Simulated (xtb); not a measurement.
C3H8In, doublet, from a rough starting geometry (GFN-xTB shapes and energies of metal compounds can be far from the true ones) (the spin is typed, not shown lowest); GFN2-xTB in xtb.

Input for xtb:
```
$ xtb mol.xyz --gfn 2 --uhf 1 --opt vtight --json

# file mol.xyz
12

In     0.66132971     0.71533881     0.98521240
C     -1.23078303     1.92346727     1.87319002
H     -1.61575657     1.36116605     2.75531940
H     -1.91622786     1.99134967     1.09923441
H     -0.93129712     2.88273488     2.29525500
C      0.32839342    -1.25620851    -0.44061857
C      1.04804935    -1.10723578    -1.86838548
H     -0.74462780    -1.33765419    -0.57816868
H      0.69262539    -2.13000561     0.14496587
H      2.14018966    -0.94801830    -1.65236708
H      0.68217300    -0.21854705    -2.27439215
H      0.91569980    -1.95807101    -2.37805785
```

It wrote (shortened):

```
   ID    Z sym.   atoms
    1   49 In     1
    2    6 C      2, 6, 7
    3    1 H      3-5, 8-12

           -------------------------------------------------
          |                Calculation Setup                |
           -------------------------------------------------

           -------------------------------------------------
          |                 G F N 2 - x T B                 |
           -------------------------------------------------

          ...................................................
          :                      SETUP                      :
          :.................................................:
          :  # basis functions                  30          :
          :  # atomic orbitals                  29          :
          :  # shells                           17          :
          :  # electrons                        23          :
          :  max. iterations                   250          :
          :  Hamiltonian                  GFN2-xTB          :
          :  restarted?                      false          :
          :  GBSA solvation                  false          :
          :  PC potential                    false          :
          :  electronic temp.          300.0000000     K    :
          :  accuracy                    1.0000000          :
          :  -> integral cutoff          0.2500000E+02      :
          :  -> integral neglect         0.1000000E-07      :
          :  -> SCF convergence          0.1000000E-05 Eh   :
          :  -> wf. convergence          0.1000000E-03 e    :
          :  Broyden damping             0.4000000          :
          :  net charge                          0          :
          :  unpaired electrons                  1          :
          ...................................................

 iter      E             dE          RMSdq      gap      omega  full diag
   1    -11.7476288 -0.117476E+02  0.134E+01    3.03       0.0  T
   2    -11.7768547 -0.292258E-01  0.441E+00    3.92       1.0  T
   3    -11.6919866  0.848681E-01  0.434E+00    3.30       1.0  T
   4    -11.7953708 -0.103384E+00  0.246E+00    3.73       1.0  T
   5    -11.7916045  0.376631E-02  0.991E-01    3.70       1.0  T
   6    -11.7948138 -0.320935E-02  0.369E-01    3.72       1.0  T
   7    -11.7955169 -0.703018E-03  0.119E-01    3.74       1.0  T
   8    -11.7954939  0.229239E-04  0.758E-02    3.74       1.0  T
[...]
 * total energy  :   -11.6438825 Eh     change       -0.1202123E-06 Eh
 * total energy  :   -11.6438826 Eh     change       -0.1057553E-06 Eh
 * total energy  :   -11.6438828 Eh     change       -0.1250699E-06 Eh
 * total energy  :   -11.6438830 Eh     change       -0.2063293E-06 Eh
 * total energy  :   -11.6438833 Eh     change       -0.3463179E-06 Eh
 * total energy  :   -11.6438838 Eh     change       -0.4913489E-06 Eh
 * total energy  :   -11.6438844 Eh     change       -0.5955168E-06 Eh
 * total energy  :   -11.6438851 Eh     change       -0.6660868E-06 Eh
 * total energy  :   -11.6438857 Eh     change       -0.6435170E-06 Eh
 * total energy  :   -11.6438862 Eh     change       -0.4409933E-06 Eh
 * total energy  :   -11.6438863 Eh     change       -0.1830095E-06 Eh
 * total energy  :   -11.6438864 Eh     change       -0.4489466E-07 Eh
   *** GEOMETRY OPTIMIZATION CONVERGED AFTER 58 ITERATIONS ***
         :: total energy             -11.643886379818 Eh    ::
[...]
    10   1 H        0.924     0.038     2.472     2.459
    11   1 H        0.924     0.036     2.508     2.476
    12   1 H        0.924     0.030     2.589     2.516

 Mol. C6AA /au·bohr⁶  :       2173.350636
 Mol. C8AA /au·bohr⁸  :     127987.079787
 Mol. α(0) /au        :         86.303767

Wiberg/Mayer (AO) data.
largest (>0.10) Wiberg bond orders for each atom

 ---------------------------------------------------------------------------
     #   Z sym  total        # sym  WBO       # sym  WBO       # sym  WBO
 ---------------------------------------------------------------------------
     1  49 In   1.625 --     2 C    0.717     6 C    0.616
     2   6 C    3.797 --     5 H    0.952     4 H    0.950     3 H    0.950
                             1 In   0.717     6 C    0.222
     3   1 H    0.999 --     2 C    0.950
     4   1 H    0.999 --     2 C    0.950
     5   1 H    0.998 --     2 C    0.952
     6   6 C    3.789 --     7 C    1.036     9 H    0.949     8 H    0.949
                             1 In   0.616     2 C    0.222
     7   6 C    3.990 --     6 C    1.036    11 H    0.973    10 H    0.973
                            12 H    0.966
     8   1 H    1.000 --     6 C    0.949
     9   1 H    1.000 --     6 C    0.949
    10   1 H    0.997 --     7 C    0.973
    11   1 H    0.997 --     7 C    0.973
    12   1 H    0.984 --     7 C    0.966
 ---------------------------------------------------------------------------

Topologies differ in total number of bonds
Writing topology from bond orders to xtbtopo.mol

molecular dipole:
                 x           y           z       tot (Debye)
 q only:        0.511       0.203      -0.193
   full:        0.385       0.113      -0.177       1.114
molecular quadrupole (traceless):
                xx          xy          yy          xz          yz          zz
 q only:        0.774       2.050       0.065       1.484      -1.681      -0.839
  q+dip:        0.444       1.316       0.354       0.643      -0.432      -0.798
   full:        0.651       1.844      -0.150       2.504      -2.774      -0.502

optimized geometry written to: xtbopt.xyz

           -------------------------------------------------
          | TOTAL ENERGY              -11.643886379818 Eh   |
          | GRADIENT NORM               0.000097710327 Eh/α |
          | HOMO-LUMO GAP               3.762021431376 eV   |
           -------------------------------------------------
```
